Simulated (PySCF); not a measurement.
An unknown shows these calculated signals:

¹H NMR (400 MHz, computed): δ 6.31 (m, 1H), 5.79 (m, 1H), 5.79 (m, 1H), 5.23 (d, 1H), 4.92 (d, 1H), 4.90 (d, 1H).

¹³C{¹H} NMR (computed): δ 143.2 (CH), 128.0 (CH2), 123.5 (C), 120.8 (C), 65.8 (CH).

PySCF calculation with PBE0/pcSseg-1 with gauge-including orbitals and coordinates at the GFN2-xTB level; non-relativistic, single conformer, no solvent model.

Scale: ¹H (31.72 ppm) and ¹³C (186.93 ppm) against TMS (reference shieldings calculated alike).

Task: Which of these does the molecule contain: a non-aromatic C=C double bond, a nitrile, a Si–CH3 group, a Si–H bond, an N-methyl group, a CH3CH2 unit?

Result: 
- A non-aromatic C=C double bond: yes.
- A nitrile: yes (δC 120.8).
- A Si–CH3 group: no.
- A Si–H bond: yes (δH 5.23 (d), 4.92 (d)).
- An N-methyl group: no.
- A CH3CH2 unit: no.

The data belong to `C(=C)[C@@H](C#N)O[SiH2]C#N`, C$_{5}$H$_{6}$N$_{2}$OSi; they needn't prove each group on their own.

Carbon signals by region: 4 in the sp2 and nitrile region (100–160 ppm), 1 at 50–100 ppm.

Shifts are as computed. Against solution values, carbons near 30 ppm lie about +3 ppm off and those near 130 ppm about +5 ppm. Of 1211 compounds with measured shifts, 218 miss one by over three times the rms of a fit or turn the order of signals round; such compounds aren't used in these exercises. Multiplicities follow the n + 1 count of equivalent neighbours, as no J values were calculated; m marks all less simple cases, F and P coupling included.
